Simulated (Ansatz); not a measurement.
Consider the substitution at a C–Si bond: `BO[SiH2]C` + `B[SeH]` → `B[Se]C` + `BO[SiH3]`.

Program: Ansatz. Geometries: PBE0-D4/def2-TZVP. ΔE: electronic, gas phase. CCSD(T)/CBS adds triple-zeta CCSD(T) − MP2 to the extrapolated MP2 energy (def2 sets, frozen cores). Functionals use def2-TZVPP. HSE06 is defined as in plane-wave codes. For Se outer-core shells are correlated without core-valence functions, which leaves a few kJ/mol of doubt a bond. Scalar relativity is left out up to krypton. One conformer a species, not always the lowest.

Problem. Is it downhill or uphill in electronic energy at CCSD(T)/CBS, and by how much? (Best estimate.)

Solution. Ansatz gave: Uphill: ΔE = +49.2 kJ/mol.

Problem. What do these levels give: r2SCANh-D4, HSE06-D4, PBE, HF/def2-SVP, CCSD/def2-SVP, MP2/def2-QZVPP? (Best estimate.)

Solution. The calculation gave: r2SCANh-D4 53.3, HSE06-D4 50.8, PBE 48.1, HF/def2-SVP 55.3, CCSD/def2-SVP 53.8, MP2/def2-QZVPP 47.3 kJ/mol.

Largest T1 diagnostic among the species: 0.013.

Leaving LDA and LC-ωPBE aside and taking each functional with its dispersion term where it has one, the values, not all of them listed here, spread over 9.6 kJ/mol, from BLYP-D4 to B97M-V. LDA lies +5.3 kJ/mol from PBE without D4. From BLYP to BHLYP (50 % exact exchange), in def2-TZVPP and without D4, ΔE moves by +5.3 kJ/mol. At CCSD(T), def2-SVP lies +3.0 kJ/mol from the extrapolated value and def2-TZVPP −1.8 kJ/mol.
